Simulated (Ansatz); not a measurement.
C$_{2}$H$_{8}$BClSi (`BCC[SiH2]Cl`), relaxed with RKS PBE0-D4/def2-TZVP in Ansatz from a PBE-D4/def2-SVP geometry. The force threshold is 0.005 eV/Å; the program also tests the step.

Charge 0, multiplicity 1.

Start:

```xyz
13

B    -0.244    2.255    0.386
C    -0.087    0.718    0.576
C     0.420   -0.145   -0.592
Si    0.203   -2.002   -0.341
Cl   -1.823   -2.377    0.042
H    -0.305    2.751   -0.727
H    -0.398    2.973    1.359
H     0.405    0.457    1.539
H    -1.169    0.469    0.782
H    -0.089    0.137   -1.539
H     1.505    0.036   -0.770
H     0.983   -2.490    0.848
H     0.600   -2.784   -1.561
```

How much energy does the relaxation release, and in how many steps? (An estimate is asked.)

Computed: 5.27 kJ/mol, in 10 steps.

Which bonds change most? (Best estimate.)

The calculation gave: Si4–Cl5 from 2.095 to 2.065 Å; C3–Si4 from 1.886 to 1.864 Å; B1–H7 from 1.219 to 1.198 Å; B1–H6 from 1.220 to 1.199 Å.

Give the relaxed structure. (Best estimate.)

Computed: 
```xyz
13

B    -0.218    2.242    0.385
C    -0.114    0.708    0.578
C     0.377   -0.141   -0.596
Si    0.203   -1.979   -0.337
Cl   -1.786   -2.427   -0.011
H    -0.209    2.733   -0.709
H    -0.373    2.954    1.336
H     0.411    0.456    1.508
H    -1.166    0.450    0.814
H    -0.156    0.130   -1.514
H     1.437    0.060   -0.796
H     0.949   -2.429    0.865
H     0.645   -2.755   -1.522
```
